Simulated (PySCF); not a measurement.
Partial charges of `CC[C@H](F)COC`

Species: C₅H₁₁FO.
Cartesian coordinates in Å at the GFN2-xTB level; atoms count from 1:
```xyz
18
C5H11FO angstrom
C     -2.7182   -0.1126   -0.2079
C     -1.4305   -0.8456    0.1527
C     -0.2237    0.0880    0.1337
F     -0.0853    0.5986   -1.1495
C      1.0791   -0.6228    0.5312
O      2.0580    0.2302    1.0645
C      2.6804    1.0690    0.1169
H     -2.6273    0.3451   -1.1898
H     -2.9302    0.6681    0.5193
H     -3.5547   -0.8066   -0.2247
H     -1.2532   -1.6523   -0.5614
H     -1.5147   -1.2796    1.1496
H     -0.3863    0.9562    0.7849
H      0.8623   -1.3411    1.3250
H      1.4663   -1.1617   -0.3464
H      3.4544    1.6122    0.6553
H      3.1374    0.4803   -0.6869
H      1.9774    1.7810   -0.3248
```

Density: PBE0/pcSseg-1 (PySCF); schemes: Mulliken, IAO, Hirshfeld and ESP-fitted. One conformer (not necessarily the lowest) at the GFN2-xTB geometry, without solvent, vibrations or thermal averaging.

Q: Atoms with like bonding are taken together and averaged. At which atom do the 4 schemes differ most?

A: At O6: from -0.519 (Mulliken) to -0.151 e (Hirshfeld), 0.368 e apart.

Q: Do the Mulliken, IAO, Hirshfeld and ESP-fitted schemes agree on where the charge is lowest?

A: The schemes don't all agree: Mulliken O6 (-0.519); IAO C1 (-0.419); Hirshfeld O6 (-0.151); ESP-fitted O6 (-0.292).

Q: What partial charge does each atom carry?

A: In e; atoms taken as equivalent share a row and are averaged (×n: the atom named and its like, n in all):

| atom | environment | Mulliken | IAO | Hirshfeld | ESP-fitted |
| --- | --- | --- | --- | --- | --- |
| C1 | methyl carbon | -0.265 | -0.419 | -0.119 | -0.262 |
| C2 | chain CH2 carbon | -0.271 | -0.268 | -0.073 | -0.036 |
| C3 | sp3 C–F carbon | +0.089 | +0.162 | +0.061 | +0.270 |
| F4 | alkyl fluorine | -0.345 | -0.341 | -0.109 | -0.262 |
| C5 | sp3 carbon bound to oxygen | +0.102 | -0.065 | -0.007 | -0.211 |
| O6 | ether oxygen | -0.519 | -0.393 | -0.151 | -0.292 |
| C7 | methoxy carbon | -0.032 | -0.205 | -0.045 | -0.136 |
| H8/H9/H10 | methyl hydrogen | +0.118 | +0.144 | +0.040 | +0.074 |
| H11 | methylene hydrogen | +0.124 | +0.139 | +0.040 | +0.039 |
| H12 | methylene hydrogen | +0.122 | +0.139 | +0.044 | +0.039 |
| H13 | methine hydrogen | +0.108 | +0.137 | +0.040 | +0.079 |
| H14 | methylene hydrogen | +0.119 | +0.151 | +0.048 | +0.122 |
| H15 | methylene hydrogen | +0.104 | +0.124 | +0.035 | +0.132 |
| H16/H17/H18 | methyl hydrogen | +0.103 | +0.136 | +0.039 | +0.098 |

Mean size of the charges over all atoms: IAO 0.188 e, Mulliken 0.159 e, ESP-fitted 0.133 e, Hirshfeld 0.056 e. Each set sums to the total charge, 0, to within 0.001 e. The ESP scheme is a least-squares fit of atom-centred charges to the potential on four shells outside the van der Waals surface, with the total charge fixed. The Hirshfeld scheme divides the density at each point in proportion to the densities of the neutral, spherically averaged free atoms.

Some averages cover members that differ in this geometry: H16/H17/H18, IAO +0.122 to +0.155; H16/H17/H18, Mulliken +0.088 to +0.117 e.

Q: Sum the charges by element, for elements with more than one atom.

A: 
| element | atoms | Mulliken | IAO | Hirshfeld | ESP-fitted |
| --- | --- | --- | --- | --- | --- |
| C | 5 | -0.376 | -0.796 | -0.184 | -0.375 |
| H | 11 | +1.240 | +1.529 | +0.444 | +0.929 |

Q: How many electrons does the Hirshfeld scheme count on C1?

A: Z − q = 6 − (-0.119) = 6.119.
